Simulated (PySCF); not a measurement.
Structure with atom numbers: `[CH3:1][c:2]1[cH:3][n:4][cH:5][p:6][cH:7]1`. Hydrogens are named by the atom that carries them.

[PySCF 2.14.0 with density-fitted response routines: structure optimised with GFN2-xTB; PBE0/pcSseg-1 with gauge-including orbitals; equivalent nuclei averaged; isolated molecule; one conformer; no relativistic terms]

δ = σ(ref) − σ, references computed at the same level: TMS for ¹³C (σref 186.93).

Do the ¹³C shifts follow the atomic charges (in e)? Tabulate both.

Answers


```
atoms  hybridisation  δ (ppm)  σ para (ppm)  Hirshfeld    IAO  Mulliken  ESP-fitted
   C5            sp2    188.1          -261      -0.05  -0.24     -0.19       +0.37
   C7            sp2    173.5          -246      -0.10  -0.36     -0.31       +0.07
   C3            sp2    153.9          -218      +0.02  -0.01     +0.17       +0.43
   C2            sp2    137.7          -214      +0.01  +0.01     -0.35       -0.14
   C1            sp3     26.1           -86      -0.11  -0.43     -0.13       -0.51
```

Correlation coefficients of δ with charge over these carbons: Hirshfeld +0.42, IAO +0.41, Mulliken -0.09, ESP-fitted +0.86; with the paramagnetic shielding -1.00. Among the 4 sp2 carbons alone: Hirshfeld -0.71, IAO -0.81, Mulliken -0.03, ESP-fitted +0.52. With so few points, grouped by hybridisation, these coefficients are fragile. Charge is one influence among several: hybridisation and low-lying excitations act through the paramagnetic term.

Shifts are as computed. Against solution values, carbons near 30 ppm lie about +3 ppm off and those near 130 ppm about +5 ppm. Of 1211 compounds with measured shifts, 218 miss one by over three times the rms of a fit or turn the order of signals round; such compounds aren't used in these exercises.
